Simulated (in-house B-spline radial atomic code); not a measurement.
Ionisation energies along the 27-electron series, configuration [Ar] 3d9, as differences of self-consistent energies. NIST's values go from ground level to ground level; the uncertainty of those that are theory runs from under 0.1 % in few-electron ions to several per cent in heavy many-electron ones. Computed with an all-electron radial atomic-structure program (B-spline basis): non-relativistic Hartree-Fock, average of the configuration, point nuclei.

This level leaves out relativity, spin-orbit splitting included, which matters for heavy ions.

```tsv
ion	configuration after	ionisation energy (eV)	IE/(q+1)² (eV)	-ε less Coulomb ΔSCF (eV)	tabulated value (eV)	tabulated kind	computed minus tabulated (eV)
Sn23+	[Ar] 3d8	1206.8	2.0952	3.6172	1195	tabulated theory	12
Sb24+	[Ar] 3d8	1296.6	2.0746	3.6189	1285	tabulated theory	12
Te25+	[Ar] 3d8	1389.5	2.0555	3.6205	1377	tabulated theory	13
I26+	[Ar] 3d8	1485.4	2.0376	3.6222	1472	tabulated theory	13
Xe27+	[Ar] 3d8	1584.4	2.0209	3.6239	1571	tabulated theory	13
Cs28+	[Ar] 3d8	1686.4	2.0053	3.6255	1672	tabulated theory	14
Ba29+	[Ar] 3d8	1791.5	1.9905	3.6271	1776	tabulated theory	15
La30+	[Ar] 3d8	1899.6	1.9767	3.6287	1884	tabulated theory	16
Ce31+	[Ar] 3d8	2010.7	1.9636	3.6303	1994	tabulated theory	17
Pr32+	[Ar] 3d8	2124.9	1.9512	3.6318	2108	tabulated theory	17
Nd33+	[Ar] 3d8	2242.1	1.9395	3.6333	2224	tabulated theory	18
Pm34+	[Ar] 3d8	2362.4	1.9285	3.6347	2344	tabulated theory	18
Sm35+	[Ar] 3d8	2485.7	1.9179	3.6362	2466	tabulated theory	20
Eu36+	[Ar] 3d8	2612.0	1.908	3.6376	2591	tabulated theory	21
Gd37+	[Ar] 3d8	2741.3	1.8984	3.6389	2720	tabulated theory	21
Tb38+	[Ar] 3d8	2873.7	1.8894	3.6403	2852	tabulated theory	22
Dy39+	[Ar] 3d8	3009.2	1.8807	3.6416	2987	tabulated theory	22
Ho40+	[Ar] 3d8	3147.6	1.8725	3.6428	3125	tabulated theory	23
Er41+	[Ar] 3d8	3289.1	1.8646	3.6441	3265	tabulated theory	24
Tm42+	[Ar] 3d8	3433.6	1.857	3.6453	3409	tabulated theory	25
Yb43+	[Ar] 3d8	3581.2	1.8498	3.6465	3555	tabulated theory	26
Lu44+	[Ar] 3d8	3731.8	1.8429	3.6477	3706	tabulated theory	26
Hf45+	[Ar] 3d8	3885.4	1.8362	3.6488	3858	tabulated theory	27
Ta46+	[Ar] 3d8	4042.0	1.8298	3.6499	4014	tabulated theory	28
```
